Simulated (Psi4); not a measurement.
CH$_{9}$N$_{3}$Si, singlet, at a GFN2-xTB geometry, atoms displaced at random by about 0.03 Å a coordinate; TPSS/6-31G, gradient (Psi4 1.11).

Here is a job for Psi4.
```
memory 2 GB

molecule mol {
0 1
  C     1.807024   -0.483575    0.415790
  Si   -0.024557    0.038874   -0.015871
  N    -0.859904   -0.177075    1.517554
  N    -0.276692    1.584925   -0.662319
  N    -0.613516   -1.028227   -1.232722
  H     1.850185   -1.415518    0.895418
  H     2.412286   -0.460774   -0.527366
  H     2.248591    0.269419    1.029256
  H    -0.518701    0.187182    2.253531
  H    -1.900901    0.077023    1.487190
  H     0.013769    2.349395   -0.166545
  H     0.003315    1.717410   -1.651839
  H    -0.588467   -2.021025   -1.130332
  H    -1.479321   -0.822414   -1.684715
symmetry c1
no_reorient
no_com
}

set basis 6-31g
set reference rks

gradient('tpss')
print_variables()
```

**Question.** Predict the main parts of the log of this Psi4 run.

**Answer.** 
```
gradient() will perform analytic gradient computation.

   => Loading Basis Set <=

    Name: 6-31G
    Role: ORBITAL
    Keyword: BASIS

         ---------------------------------------------------------
                                   SCF
               by Justin Turney, Rob Parrish, Andy Simmonett
                          and Daniel G. A. Smith
                              RKS Reference
         ---------------------------------------------------------

  ==> Geometry <==

    Molecular point group: c1
    Full point group: C1

    Geometry (in Angstrom), charge = 0, multiplicity = 1:

       Center              X                  Y                   Z               Mass
    ------------   -----------------  -----------------  -----------------  -----------------
         C            1.807024000000    -0.483575000000     0.415790000000    12.000000000000
         SI          -0.024557000000     0.038874000000    -0.015871000000    27.976926534650
         N           -0.859904000000    -0.177075000000     1.517554000000    14.003074004430
         N           -0.276692000000     1.584925000000    -0.662319000000    14.003074004430
         N           -0.613516000000    -1.028227000000    -1.232722000000    14.003074004430
         H            1.850185000000    -1.415518000000     0.895418000000     1.007825032230
         H            2.412286000000    -0.460774000000    -0.527366000000     1.007825032230
         H            2.248591000000     0.269419000000     1.029256000000     1.007825032230
         H           -0.518701000000     0.187182000000     2.253531000000     1.007825032230
         H           -1.900901000000     0.077023000000     1.487190000000     1.007825032230
         H            0.013769000000     2.349395000000    -0.166545000000     1.007825032230
         H            0.003315000000     1.717410000000    -1.651839000000     1.007825032230
         H           -0.588467000000    -2.021025000000    -1.130332000000     1.007825032230
         H           -1.479321000000    -0.822414000000    -1.684715000000     1.007825032230

  Running in c1 symmetry.

  Rotational constants: A =      0.12218  B =      0.11157  C =      0.10619 [cm^-1]
  Rotational constants: A =   3662.98225  B =   3344.67874  C =   3183.60554 [MHz]
  Nuclear repulsion =  256.609542596190920

  Charge       = 0
  Multiplicity = 1
  Electrons    = 50
  Nalpha       = 25
  Nbeta        = 25

  ==> Algorithm <==

  SCF Algorithm Type is DF.
  DIIS enabled.
  MOM disabled.
  Fractional occupation disabled.
  Guess Type is SAD.
  Energy threshold   = 1.00e-08
  Density threshold  = 1.00e-08
  Integral threshold = 1.00e-12

  ==> Primary Basis <==

  Basis Set: 6-31G
    Blend: 6-31G
    Number of shells: 45
    Number of basis functions: 67
    Number of Cartesian functions: 67
    Spherical Harmonics?: false
    Max angular momentum: 1

  ==> DFT Potential <==

   => LibXC <=

    Version 7.1.2
    S. Lehtola, C. Steigemann, M. J. T. Oliveira, and M. A. L. Marques,  SoftwareX 7, 1–5 (2018) (10.1016/j.softx.2017.11.002)

   => Composite Functional: TPSS <=

    TPSS Meta-GGA XC Functional

    J. Tao, et al., Phys. Rev. Lett., 91, 146401, 2003

    Deriv               =              1
    GGA                 =           TRUE
    Meta                =           TRUE

    Exchange Hybrid     =          FALSE
    MP2 Hybrid          =          FALSE

   => Exchange Functionals <=

    1.0000   XC_MGGA_X_TPSS

   => Correlation Functionals <=

    1.0000   XC_MGGA_C_TPSS

   => LibXC Density Thresholds  <==

    XC_MGGA_C_TPSS:  1.00E-15
    XC_MGGA_X_TPSS:  1.00E-15

   => Molecular Quadrature <=

    Radial Scheme          =       TREUTLER
    Pruning Scheme         =           NONE
    Nuclear Scheme         =       TREUTLER

    Blocking Scheme        =         OCTREE
    BS radius alpha        =              1
    Pruning alpha          =              1
    Radial Points          =             75
[...]
  @DF-RKS Final Energy:  -497.25517457533937
    Total Energy =                       -497.2551745753393675
[...]
         H           -1.900901000000     0.077023000000     1.487190000000     1.007825032230
         H            0.013769000000     2.349395000000    -0.166545000000     1.007825032230
         H            0.003315000000     1.717410000000    -1.651839000000     1.007825032230
         H           -0.588467000000    -2.021025000000    -1.130332000000     1.007825032230
         H           -1.479321000000    -0.822414000000    -1.684715000000     1.007825032230

  Nuclear repulsion =  256.609542596190920

  ==> Basis Set <==

  Basis Set: 6-31G
    Blend: 6-31G
    Number of shells: 45
    Number of basis functions: 67
    Number of Cartesian functions: 67
    Spherical Harmonics?: false
    Max angular momentum: 1

  ==> DFJKGrad: Density-Fitted SCF Gradients <==

    Gradient:                    1
    J tasked:                  Yes
    K tasked:                   No
    wK tasked:                  No
    Integrals threads:           1
    Schwarz Cutoff:          1E-12
    Fitting Condition:       1E-10

   => Auxiliary Basis Set <=

  Basis Set: (6-31G AUX)
    Blend: CC-PVDZ-JKFIT
    Number of shells: 213
    Number of basis functions: 679
    Number of Cartesian functions: 679
    Spherical Harmonics?: false
    Max angular momentum: 3

  ==> DFT Potential <==

   => LibXC <=

    Version 7.1.2
    S. Lehtola, C. Steigemann, M. J. T. Oliveira, and M. A. L. Marques,  SoftwareX 7, 1–5 (2018) (10.1016/j.softx.2017.11.002)

   => Composite Functional: TPSS <=

    TPSS Meta-GGA XC Functional

    J. Tao, et al., Phys. Rev. Lett., 91, 146401, 2003

    Deriv               =              1
    GGA                 =           TRUE
    Meta                =           TRUE

    Exchange Hybrid     =          FALSE
    MP2 Hybrid          =          FALSE

   => Exchange Functionals <=

    1.0000   XC_MGGA_X_TPSS

   => Correlation Functionals <=

    1.0000   XC_MGGA_C_TPSS

   => LibXC Density Thresholds  <==

    XC_MGGA_C_TPSS:  1.00E-15
    XC_MGGA_X_TPSS:  1.00E-15

   => Molecular Quadrature <=

    Radial Scheme          =       TREUTLER
    Pruning Scheme         =           NONE
    Nuclear Scheme         =       TREUTLER

    Blocking Scheme        =         OCTREE
    BS radius alpha        =              1
    Pruning alpha          =              1
    Radial Points          =             75
    Spherical Points       =            302
    Total Points           =         299726
    Total Blocks           =           2250
    Max Points             =            256
    Max Functions          =             66
    Weights Tolerance      =       1.00E-15

  -Total Gradient:
     Atom            X                  Y                   Z
    ------   -----------------  -----------------  -----------------
       1        0.011298389329    -0.031122899733     0.044762758437
       2       -0.032194756166     0.049213424381    -0.028592162425
       3        0.111611591794     0.039538227089     0.128823699363
       4        0.002518321961     0.002630536452     0.068003407981
       5        0.010427630855     0.008616690014     0.012129898744
       6       -0.002208979061     0.030927327570    -0.012836594190
       7        0.007713072266     0.007299954580    -0.009997231044
       8       -0.009317225219    -0.014059343676    -0.018473224908
       9       -0.071342887871    -0.060306200422    -0.147259317898
      10       -0.030527792602     0.014841234439     0.000688554799
      11       -0.009976945969    -0.054934023620    -0.037151993652
      12        0.010438019596     0.002820754466    -0.008778535130
      13       -0.012850210716     0.017360071385    -0.004446135298
      14        0.014368938192    -0.012806591167     0.013131841333

  Variable Map:
  ----------------------------------------------------------------------------
[...]
  Array Variable Map:
  ----------------------------------------------------------------------------
[...]
[...]
```
